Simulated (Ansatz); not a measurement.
One change: `C[O][SnH]([CH3])[NH2]` becomes `C[O][SnH]([CH3])[SH]`.

Ansatz, PBE0-D4/def2-TZVP geometries, multiplicity 1. Each molecule was computed in one conformer, which needn't be the lowest.

Elements past krypton have def2 core potentials.

| property | `C[O][SnH]([CH3])[NH2]` |
| --- | --- |
| LUMO energy (PBE/def2-TZVPP) / eV | -0.78 |
| HOMO–LUMO gap (B3LYP/def2-TZVPP) / eV | 6.78 |
| HOMO energy (ωB97M-V/def2-TZVPP) / eV | -9.60 |
| size of the dipole moment (ωB97M-V/def2-TZVPP) / D | 1.06 |
| HOMO energy (PBE0/def2-TZVPP) / eV | -7.21 |
| size of the dipole moment (PBE/def2-TZVPP) / D | 0.97 |

(1) What does the change do to each property? (Best estimate.)

Results:

(1) Computed: 
```csv
property,`C[O][SnH]([CH3])[SH]`,shift
LUMO energy (PBE/def2-TZVPP) / eV,-1.25,-0.47
HOMO–LUMO gap (B3LYP/def2-TZVPP) / eV,6.51,-0.27
HOMO energy (ωB97M-V/def2-TZVPP) / eV,-9.62,-0.02
size of the dipole moment (ωB97M-V/def2-TZVPP) / D,1.52,0.46
HOMO energy (PBE0/def2-TZVPP) / eV,-7.39,-0.18
size of the dipole moment (PBE/def2-TZVPP) / D,1.45,0.48
```

With PBE0 the HOMO falls by 0.18 eV and the LUMO falls by 0.46 eV, so the gap narrows by about 0.28 eV. PBE moves the HOMO by -0.28 eV and ωB97M-V by -0.02 eV. Dipoles are sizes alone; their direction can turn.

B3LYP here is the variant with VWN-RPA as its local correlation; programs differ in this.
